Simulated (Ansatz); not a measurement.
Consider the redistribution: `[CH3][Sb]([CH3])[SH]` + `N[SiH](O)[SnH3]` → `[CH3][Sb]([NH2])[SH]` + `C[SiH](O)[SnH3]`.

Program: Ansatz. Geometries: PBE0-D4/def2-TZVP. ΔE: electronic, gas phase. CCSD(T)/CBS is the MP2 limit (def2-TZVPP, def2-QZVPP) plus CCSD(T) − MP2 in def2-TZVPP, frozen cores. Functionals use def2-TZVPP. B3LYP here is the variant with VWN-RPA as its local correlation; programs differ in this. Elements past krypton have def2 core potentials. For Sb, Sn outer-core shells are correlated without core-valence functions, which leaves a few kJ/mol of doubt a bond. One conformer a species, not always the lowest.

`[CH3][Sb]([CH3])[SH]`:

```xyz
11

C    -0.869    1.191   -0.830
Sb   -0.230   -0.858   -0.665
C     1.623   -0.360    0.310
S    -1.447   -1.295    1.396
H    -0.258    1.698   -1.579
H    -0.760    1.692    0.131
H    -1.914    1.219   -1.139
H     1.436    0.327    1.135
H     2.087   -1.269    0.691
H     2.293    0.111   -0.412
H    -1.962   -2.456    0.962
```

`N[SiH](O)[SnH3]`:

Cartesian coordinates in Å:
```
N -1.592 0.588 0.893
Si -0.201 0.818 -0.063
O -0.592 1.091 -1.647
Sn 1.253 -1.296 0.126
H -2.141 1.376 1.196
H -2.157 -0.240 0.801
H 0.495 2.011 0.494
H 0.122 1.115 -2.287
H 2.205 -1.308 1.545
H 2.323 -1.448 -1.204
H 0.283 -2.706 0.147
```

`[CH3][Sb]([NH2])[SH]`:

Z-matrix (Å, degrees):
```
C
Sb 1 2.150
H 1 1.090 2 109.8
H 1 1.091 2 109.6 3 -120.1
H 1 1.091 2 109.0 3 119.9
N 2 2.020 1 97.5 3 168.1
S 2 2.430 1 89.8 3 69.6
H 6 1.010 2 117.2 1 -15.3
H 6 1.010 2 114.7 1 116.5
H 7 1.342 2 94.6 1 -170.7
```

`C[SiH](O)[SnH3]`:

Cartesian coordinates in Å:
```
C 1.545 -0.704 -0.654
Si -0.310 -0.497 -0.608
O -1.080 -1.855 -0.057
Sn -0.929 1.549 0.834
H 1.962 -0.837 0.347
H 2.012 0.180 -1.097
H 1.816 -1.574 -1.258
H -0.829 -0.309 -1.987
H -0.978 -2.082 0.868
H -2.574 1.988 0.688
H 0.009 2.923 0.434
H -0.643 1.219 2.492
```

Is it downhill or uphill in electronic energy at CCSD(T)/CBS, and by how much? (Best estimate.)

Ansatz gave: Uphill: ΔE = +50.2 kJ/mol.

What do these levels give: r2SCAN-D4, B3LYP-D4, MP2/def2-TZVPP, CCSD/def2-TZVPP, HF/def2-QZVPP, HF/CBS(def2)? (An estimate is asked.)

Computed: r2SCAN-D4 46.3, B3LYP-D4 47.7, MP2/def2-TZVPP 53.3, CCSD/def2-TZVPP 52.4, HF/def2-QZVPP 53.9, HF/CBS(def2) 53.8 kJ/mol.

Largest T1 diagnostic among the species: 0.013.

From PBE to PBE0 (25 % exact exchange), in def2-TZVPP and without D4, ΔE moves by +4.6 kJ/mol.
